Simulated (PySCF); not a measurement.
Species: C4H10NOSi (doublet state).
Z-matrix (Å and degrees, GFN2-xTB geometry), rows numbered from 1:
```
C 
C   1  1.4534
C   2  1.5610  1  114.23
Si  3  1.9099  2   83.69  1  -119.26
C   4  1.8921  3  118.32  2   114.52
N   4  1.7190  3  116.20  2  -111.02
O   2  1.4387  1  112.41  3  -112.40
H   1  1.0715  2  120.61  3   -93.91
H   1  1.0715  2  119.48  3    81.36
H   2  1.0949  1  111.49  3   126.06
H   3  1.0853  2  112.57  1    -1.54
H   3  1.0843  2  112.85  1   122.44
H   5  1.0837  4  110.53  3    84.96
H   5  1.0846  4  110.16  3  -155.97
H   5  1.0844  4  112.26  3   -35.69
H   6  1.0032  4  120.97  3  -136.88
H   6  1.0057  4  121.00  3    73.24
```

The hyperfine couplings belong to this conformer and change with its torsions.

The species is `[CH2][C@@H]1C[Si@@](C)(N)O1` [radical].

Level of theory: PySCF, UKS B3LYP, pcH-1 on C H N O Si, non-relativistic, mean-field spin-orbit, GIAO. Isolated species at its GFN2-xTB geometry (one conformer only). Couplings are sensitive to structure, and on GFN2-xTB geometries they can be far from those on DFT ones. The SCF solution wasn't tested for stability.

Problem. Match the computed a_iso(13C) values +86.9, +67.9, -35.5, +2.7 MHz with the sites C1; C2; C3; C5.

Solution. 
| site | a_iso (MHz) | ρ(0) (bohr⁻³) | position | distance from C1 (Å) | spin population | largest \|T\| (MHz) |
| --- | --- | --- | --- | --- | --- | --- |
| C1 | +86.9 | +0.0774 | largest spin population | 0.00 | +1.06 | 159.2 |
| C2 | -35.5 | -0.0316 | 1 bond from C1 | 1.45 | -0.08 | 3.3 |
| C3 | +67.9 | +0.0604 | 2 bonds from C1 | 2.53 | +0.07 | 16.8 |
| C5 | +2.7 | +0.0024 | 4 bonds from C1 | 4.35 | 0.00 | 0.7 |

ρ(0) is the spin density at the nucleus and T the dipolar tensor; a_iso includes a spin–orbit part; entries for several nuclei are means. The largest Mulliken spin populations are on C1 (+1.06), C2 (-0.08) and C3 (+0.07). C1 is the only atom above +0.15. The positive populations add up to 1.18 and the negative ones to -0.18, together 2S = 1. The angles at C1 add up to 359.8°, so it is planar; its axial dipolar tensor and the negative couplings of its protons fit spin in a p orbital normal to that plane.

The spin density at the nucleus, in bohr⁻³, is negative for C2 (-0.0316), H8/H9 (-0.0139) and Si4 (-0.0037), for instance. A restricted open-shell determinant has no negative spin density anywhere; here it arises because α and β orbitals differ (spin polarisation).

Means are taken over nuclei equivalent by connectivity, which assumes that they swap fast. H16 and H17 aren't averaged: N6 is flat or nearly so (angle sum 354°), and its turn about the short N6–Si4 bond (1.72 Å) is taken as slow.
